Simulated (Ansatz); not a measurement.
Pulling on the Ge1–H4 bond in FGeH3O (SMILES [OH][GeH2][F]) (multiplicity 1 held, fragments rigid). Energies count from the point at 1.527 Å.
Geometry at that point (charge 0, multiplicity 1):
```xyz
6

Ge    -0.2275    -0.2509     0.0266
O      1.4557    -0.4002    -0.5045
F     -0.5458     1.4465     0.3099
H     -1.0848    -0.6963    -1.1554
H     -0.4698    -0.9323     1.3808
H      2.0998    -0.1604     0.1698
```

R- and RO- levels are restricted; in cc, def2 and unpolarised 6-31G sets they are followed outwards from rest. Active spaces are followed from a long bond inwards. Levels need not reach the same state.

Cores are frozen in the correlated methods. Filled d and f shells under p-block atoms count as core.

The values were computed with Ansatz (an electronic-structure program) with Gaussian orbitals. 

Question: Give the energy at R = 4.885 Å at the level FIC-MRCISD+Q on CASSCF(2,2)/cc-pVTZ.

Answer: 383 kJ/mol

Question: Predict the energy at R = 4.885 Å from SC-NEVPT2 on CASSCF(2,2)/cc-pVTZ.

Answer: 365 kJ/mol

Question: What energy at R = 4.885 Å does R-B3LYP/cc-pVTZ give?

Answer: 535 kJ/mol

Doubts at one or more of the structures used: a restricted determinant that unrestricted orbitals would lower (R-B3LYP/cc-pVTZ).
